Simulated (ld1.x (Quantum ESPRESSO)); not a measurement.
Au, TM: configuration errors across variants

ld1.x (Quantum ESPRESSO) 7.5 input, shortened:

```
&input
   title='Au', zed=79., rel=1, dft='PBE', iswitch=3,
   config='[Xe] 4f14 5d10 6s1 6p0'
 /
 &inputp
   pseudotype=2, tm=.true., lloc=-1, rcloc=1.65,
   nlcc=.false.
 /
3
6S  1  0   1.00   0.00  1.70  1.70  0.0
5P  2  1   6.00   0.00  1.60  1.60  0.0
5D  3  2  10.00   0.00  2.40  2.40  0.0
 &test
   configts(1)='5p6 5d10 6s1 6p0'
 /
```

All-electron excitation energies from the reference (eV): (1) 5p6 5d10 6s0 6p0 9.409; (2) 5p6 5d9 6s0 6p0 30.617; (3) 5p6 5d8 6s0 6p0 64.494; (4) 5p6 5d7 6s0 6p0 112.206; (5) 5p5 5d10 6s1 6p0 66.105; (6) 5p6 5d10 6s0.5 6p0 3.773.

Tests that are not counted but printed errors over 1 eV. “base”: 5p6 5d10 6s0 6p1 (solver errors, printed error -2.3 eV). “all radii scaled by about 1.26 (s 2.14, p 2.00, d 3.02 bohr); local potential all-electron potential smoothed inside 2.06 bohr (lloc = -1)”: 5p5 5d10 6s1 6p0 (solver errors, printed error -1997 eV).

A true bound ghost makes a file unfit for plane-wave use even where its test errors are small: the radial tests pick states by their node count and pass the ghost by. Where a test does run into it, the solver fails or the error is huge.

Errors AE − PS in meV (a dash: test not solved or not reliable):

```csv
change,(1),(2),(3),(4),(5),(6),bound ghosts
base,-5.3,-8.1,-20,-46,-289,-1.8,"p, s"
"all radii scaled by about 0.89 (s 1.50, p 1.42, d 2.14 bohr); local potential all-electron potential smoothed inside 1.46 bohr (lloc = -1)",+14,+14,+9.1,-2.9,-132,+5.9,s
"all radii scaled by about 0.96 (s 1.64, p 1.54, d 2.30 bohr); local potential all-electron potential smoothed inside 1.58 bohr (lloc = -1)",-4.7,-11,-41,-102,-236,-1.7,s
"all radii scaled by about 1.08 (s 1.84, p 1.72, d 2.58 bohr); local potential all-electron potential smoothed inside 1.78 bohr (lloc = -1)",-6.4,-14,+1.9,+93,-288,-1.9,s
"all radii scaled by about 1.14 (s 1.94, p 1.82, d 2.74 bohr); local potential all-electron potential smoothed inside 1.88 bohr (lloc = -1)",-8.2,-20,+7.8,+152,-367,-2.2,s
"all radii scaled by about 1.26 (s 2.14, p 2.00, d 3.02 bohr); local potential all-electron potential smoothed inside 2.06 bohr (lloc = -1)",-13,-35,+47,+377,–,-3.2,s
"all radii scaled by about 1.39 (s 2.36, p 2.22, d 3.32 bohr); local potential all-electron potential smoothed inside 2.28 bohr (lloc = -1)",-21,-48,+150,+816,-557,–,none
```

**Question.** Give the same row for: all radii scaled by about 0.79 (s 1.34, p 1.26, d 1.88 bohr); local potential all-electron potential smoothed inside 1.30 bohr (lloc = -1).

**Answer.** +198, +203, +206, +199, -68, –; bound ghosts: s.
